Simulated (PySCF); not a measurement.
Compound: C₆H₉F₃Si.
Numbering: `[CH3:1][C@@H:2]1[SiH2:3][CH2:4][C@@H:5]1[C:6]([F:7])=[C:8]([F:9])[F:10]`

Cartesian coordinates in Å at the GFN2-xTB level; atoms count from 1:
```
atom  x, y, z in Å
C1    -1.342    1.405    0.526
C2    -1.034    0.185   -0.326
Si3   -1.403   -1.600    0.284
C4     0.343   -1.715   -0.492
C5     0.470   -0.174   -0.507
C6     1.293    0.286    0.644
F7     1.000   -0.266    1.841
C8     2.273    1.179    0.594
F9     3.012    1.592    1.618
F10    2.651    1.786   -0.529
H11   -2.416    1.577    0.547
H12   -1.005    1.269    1.551
H13   -0.862    2.296    0.121
H14   -1.456    0.348   -1.321
H15   -1.453   -1.759    1.732
H16   -2.481   -2.307   -0.403
H17    0.353   -2.114   -1.503
H18    1.135   -2.211    0.063
H19    0.912    0.235   -1.418
```

NICS = −σ at a ghost point: NICS(0) at the centroid of the ring atoms, NICS(1) 1 Å to either side along the normal of their mean plane, zz for the tensor component along that normal. Level: GIAO PBE0/pcSseg-1 (PySCF, non-relativistic, gas phase) on the GFN2-xTB geometry, one conformer.

Ring bond lengths (Å), with Mayer bond orders in brackets: C2–Si3 1.923 (0.89), Si3–C4 1.914 (0.92), C4–C5 1.547 (0.97), C5–C2 1.557 (0.93).

Question: What do the NICS probes read (ppm)?

Answer: 
```
        ring                                              type  NICS(0)  NICS(1), two faces  NICS(1)zz, two faces  rms pucker (Å)  centre to ring atoms, mean (Å)
C2–Si3–C4–C5  4-membered ring with Si; formal bonds all single     -0.3         -0.8 / -1.2             0.5 / 3.6            0.11                            1.22
```

Question: What can be read from them?

Answer: 
- C2–Si3–C4–C5: mean NICS(1)zz 2.1 ppm, near zero. C2, Si3, C4, C5 have four or more neighbours, so the value isn't read as a sign of a π ring current. The two faces differ by 3.1 ppm, so no symmetry operation interchanges them.
